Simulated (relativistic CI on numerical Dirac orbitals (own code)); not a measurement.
Electric-dipole lines of I21+

These numbers are calculated, not measured: Dirac-Coulomb-Breit CI, separate exchange-only KLI orbitals for each configuration, a model potential for QED, unscaled Slater integrals (own radial code, finite nucleus).

CI space (outside the closed core [Ar] 3d10): 4s²4p², 4s4p³, 4s²4p4d, 4p⁴, 4s4p²4d, 4s²4p4f, 4s4p²4f, 4p³4d, 4s4p4d², 4s²4d4f, 4p³4f, 4s²4p5s, 4s²4d², 4s4d³, 4s4d²4f, 4p²4d², 4p4d³, 4p4d²4f, 4p4d²5s, 4s²4f², 4s4d4f², 4s4f³, 4p²4f², 4p4d4f², 4p4f³, 4p4f²5s. Double excitations out of closed p, d and f shells are left out; levels of such configurations are missing from the list, as are those of other unlisted configurations, and high levels can miss mixing partners.

```
λ vac (nm)              Lower               Upper   A (s⁻¹)  E lower (eV)  E upper (eV)
    11.110     4s²4p² ¹D2 [3]   4s²4p4d ¹F°3 [26]  5.98e+10        14.706       126.299
    11.580     4s4p³ ³D°1 [7]    4s4p²4d ³F2 [65]  1.94e+11        67.441       174.506
    11.628  4s²4p4d ³F°3 [16]    4s²4p4f ³G4 [95]  1.35e+11       101.596       208.219
    11.652     4s²4p² ³P0 [1]   4s²4p4d ³D°1 [19]  2.07e+11         0.000       106.407
    11.674     4s4p³ ³D°3 [9]    4s4p²4d ³F4 [72]  3.46e+11        75.264       181.470
    11.682     4s²4p² ³P1 [2]   4s²4p4d ³P°1 [24]  1.59e+11        12.259       118.392
    11.723     4s4p³ ³D°2 [8]    4s4p²4d ³D3 [69]  1.59e+11        71.302       177.067
    11.832     4s4p³ ⁵S°2 [6]    4s4p²4d ⁵P1 [47]  2.60e+11        58.063       162.846
    11.909     4s4p³ ⁵S°2 [6]    4s4p²4d ⁵P2 [46]  2.33e+11        58.063       162.170
    11.919       4p⁴ ³P2 [28]    4p³4d ³D°3 [133]  1.96e+11       131.813       235.837
    11.928     4s4p³ ³D°2 [8]    4s4p²4d ³D2 [66]  1.10e+11        71.302       175.247
    11.953    4s4p³ ¹D°2 [12]    4s4p²4d ³D3 [78]  1.04e+11        83.036       186.758
    11.963     4s²4p² ³P1 [2]   4s²4p4d ¹D°2 [21]  1.31e+11        12.259       115.901
    11.986     4s²4p² ¹D2 [3]   4s²4p4d ³D°3 [23]  2.71e+11        14.706       118.147
    11.990     4s4p³ ⁵S°2 [6]    4s4p²4d ⁵P3 [45]  1.36e+11        58.063       161.467
    12.086  4s²4p4d ³P°2 [18]     4s²4d² ³F3 [94]  2.11e+11       105.069       207.653
    12.159  4s²4p4d ³D°1 [19]     4s²4d² ³F2 [96]  2.02e+11       106.407       208.380
    12.179     4s4p³ ³D°3 [9]    4s4p²4d ³D3 [69]  1.35e+11        75.264       177.067
    12.252     4s²4p² ¹D2 [3]   4s²4p4d ¹D°2 [21]  1.19e+11        14.706       115.901
    12.301     4s4p³ ⁵S°2 [6]    4s4p²4d ³F3 [43]  8.69e+10        58.063       158.853
    12.319   4s4p²4d ⁵F5 [42]  4s4p4d² ⁵F°5 [189]  1.78e+11       156.373       257.016
    12.325  4s²4p4d ³F°2 [15]    4s²4p4f ³G3 [87]  1.72e+11        96.872       197.468
    12.365  4s²4p4d ¹F°3 [26]   4s²4p4f ¹G4 [122]  5.17e+11       126.299       226.568
    12.399    4s4p³ ³P°2 [14]    4s4p²4d ¹F3 [85]  2.46e+11        93.303       193.300
    12.435  4s²4p4d ³F°4 [20]    4s²4p4f ³G5 [99]  2.23e+11       112.294       212.001
    12.454  4s²4p4d ¹D°2 [21]   4s²4p4f ¹F3 [105]  3.18e+11       115.901       215.453
    12.478  4s²4p4d ³P°1 [24]   4s²4p4f ³D2 [110]  2.13e+11       118.392       217.754
    12.483     4s4p³ ³D°2 [8]    4s4p²4d ³D3 [56]  1.36e+11        71.302       170.622
    12.484  4s²4p4d ³D°3 [23]   4s²4p4f ³F4 [109]  4.72e+11       118.147       217.463
    12.512   4s4p²4d ⁵D4 [41]  4s4p²4f ⁵F°5 [182]  1.42e+11       154.493       253.587
    12.673    4s4p³ ¹P°1 [17]    4s4p²4d ¹D2 [92]  1.64e+11       104.602       202.438
    12.676  4s²4p4d ³P°2 [25]   4s²4p4f ³F3 [112]  2.91e+11       120.272       218.081
    12.685   4s4p²4d ⁵F4 [39]  4s4p²4f ⁵G°5 [165]  1.44e+11       151.887       249.630
    12.727     4s²4p² ³P2 [4]   4s²4p4d ¹F°3 [26]  2.69e+11        28.882       126.299
    12.925  4s²4p4d ³F°4 [20]    4s²4p4f ³G4 [95]  1.27e+11       112.294       208.219
    12.936  4s²4p4d ¹P°1 [27]   4s²4p4f ¹D2 [119]  3.91e+11       128.253       224.098
    13.017  4s²4p4d ³F°3 [16]    4s²4p4f ³G4 [86]  9.75e+10       101.596       196.842
    13.119  4s²4p4d ³P°2 [25]    4s²4d² ³P2 [104]  1.93e+11       120.272       214.779
    13.281     4s²4p² ¹S0 [5]   4s²4p4d ¹P°1 [27]  2.31e+11        34.897       128.253
    13.359     4s²4p² ³P1 [2]   4s²4p4d ³P°2 [18]  1.22e+11        12.259       105.069
    13.567     4s²4p² ³P2 [4]   4s²4p4d ³P°2 [25]  1.76e+11        28.882       120.272
    13.721     4s²4p² ¹D2 [3]   4s²4p4d ³P°2 [18]  7.03e+10        14.706       105.069
    16.565     4s²4p² ¹D2 [3]     4s4p³ ³S°1 [13]  1.06e+11        14.706        89.554
    16.979  4s²4p4d ³F°4 [20]    4s4p²4d ³F4 [75]  5.40e+10       112.294       185.316
    18.145     4s²4p² ¹D2 [3]     4s4p³ ¹D°2 [12]  3.24e+10        14.706        83.036
```

Terms are leading LS components. Brackets give the number of a level in order of energy, since labels repeat. The list gives strong lines, with weight on those to low levels, without lines whose two gauges differ by over a factor of 2.5, among the lowest 200 of 2830 levels, so that lines to higher ones, which can be the strongest, are missing. Levels whose partners in the same complex of configurations lie outside the list can be far off, and so can their lines. Rates are taken at the computed energies, electric ones in the length gauge.

At this charge energies of transitions that change n are usually good to better than 1 %, and those within a shell (Δn = 0) to a few per cent.

(1) From the table, what is the radiative lifetime of 4s²4p4d ¹F°3?

Results:

(1) The listed rates from this level add up to about 3.29e+11 s⁻¹, 100 % of its decay; with all channels τ = 3.04e-12 s.

LS names give the leading component of a level, which can be under half, so a name can repeat, a term be missing and a line seem to break the LS rules.
